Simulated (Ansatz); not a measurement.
System: GeBr, charge 0, doublet. GeBr (SMILES [Ge][Br], doublet).
B3LYP-D3(BJ)/def2-TZVP minimum from Ansatz (a quantum-chemistry and plane-wave program):
```xyz
2

Ge     0.0000     0.0000    -1.2291
Br     0.0000     0.0000     1.1237
```
Charge 0, spin multiplicity 2.

Hartree-Fock and CCSD correlation energies in hartree (Ansatz). Open shells are spin-unrestricted; no spin-orbit coupling. Cores are frozen in correlated methods (noble-gas shells, and filled d and f shells in the p block). No relativity. Spin-orbit terms, left out, reach several kcal/mol for Br and I, and more for heavier atoms.

```tsv
basis	X	E(HF)	E(corr, CCSD)
cc-pVTZ	3	-4647.89231	-0.25221
cc-pVQZ	4	-4647.89812	-0.27373
cc-pV5Z	5	-4647.89873	withheld
```

Task: Fit E(corr) = E∞ + A/X³ to X = 3 and 4, predict X = 5, and compare with the run.

Result: A = (-0.25221 - (-0.27373))/(1/27 - 1/64) = 1.0050; E∞ = -0.27373 - A/64 = -0.28943; at X = 5, E∞ + A/125 = -0.28139. The run gave -0.28132, 0.07 mEh above the prediction. The same form on X = 4 and 5 gives E∞ = -0.28928, 0.15 mEh above the first estimate.
